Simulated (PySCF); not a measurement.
**UHF on Os (osmium, neutral)**

Configuration: [Xe] 4f14 5d6 6s2, high-spin 5D determinant. Computed with PySCF 2.14 in aug-cc-pVTZ-PP with ECP60MDF (6s6p5d3f2g, 88 functions), with a scalar-relativistic core potential.

```json
{"Total energy": "-90.071032 hartree", "One-electron energy": "-155.2492 hartree", "Hartree (Coulomb) energy": "73.8949 hartree", "Exchange energy": "-8.7167 hartree", "⟨S²⟩": "6.0317", "⟨L²⟩": "6.042", "Sum of ⟨r⟩": "26.38 bohr", "Sum of ⟨r²⟩": "58.14 bohr²", "Traceless quadrupole moment −½Σ⟨3z² − r²⟩ along its main axis": "1.21 e·bohr²"}
```

```
shell  electrons  mean orbital energy (hartree)  spread (hartree)  rms radius, mean of both spins (bohr)
 5s α          1                       -4.04199                 0                                   1.09
 5s β          1                       -3.85079                 0                                   1.09
 5p α          3                       -2.41622           0.04988                                   1.27
 5p β          3                       -2.14238           0.03461                                   1.27
 5d α          5                       -0.48156           0.06273                                   1.92
 5d β          1                       -0.34244                 0                                   1.92
 6s α          1                       -0.32589                 0                                   3.46
 6s β          1                       -0.24816                 0                                   3.46
```

Energies and moments cover only the electrons outside the core potential. Spin-orbit coupling, absent here, splits the open shell strongly.
